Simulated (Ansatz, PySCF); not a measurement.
CBr3, charge +1. Atoms are numbered in the order given.

```xyz
4

C      0.0000     0.0000     0.0000
Br     1.8217     0.0000     0.0000
Br    -0.9108     1.5776     0.0000
Br    -0.9108    -1.5776     0.0000
```
Charge +1, spin multiplicity 1.

Geometry: B3LYP-D3(BJ)/def2-SVP.

Vertical ionisation energy (IE) and electron affinity (EA) in eV. Rows of orbital energies are one-electron estimates. Where ΔSCF, EOM or ADC give a negative EA the extra electron is unbound and the value depends on the basis.

```json
[
 {"level": "−ε(HOMO), −ε(LUMO), B3LYP/def2-TZVP (PySCF)", "IE": "(withheld)", "EA": "(withheld)"},
 {"level": "−ε(HOMO), −ε(LUMO), PBE/def2-TZVP (PySCF)", "IE": "12.67", "EA": "10.28"},
 {"level": "ΔSCF, PBE0/def2-TZVPD (Ansatz), final states of multiplicity 2 and 2", "IE": "16.12", "EA": "7.81"},
 {"level": "ΔSCF, PBE/def2-TZVPD (Ansatz), final states of multiplicity 2 and 2", "IE": "15.63", "EA": "7.45"}
]
```

Task: What belongs in the gaps? (The exact figures need the calculation; the answer reports its results.)

Result: 
- −ε(HOMO), −ε(LUMO), B3LYP/def2-TZVP (PySCF), IE: 13.72
- −ε(HOMO), −ε(LUMO), B3LYP/def2-TZVP (PySCF), EA: 9.75

Task: What vertical singlet–triplet gap does ΔSCF give with PBE0/def2-TZVPD (Ansatz, a program for electronic structure) and with PBE/def2-TZVPD (Ansatz)? (An estimate is asked for; the answer gives what the named calculation found.)

Result: 2.51 and 2.40 eV (triplet above singlet where positive).
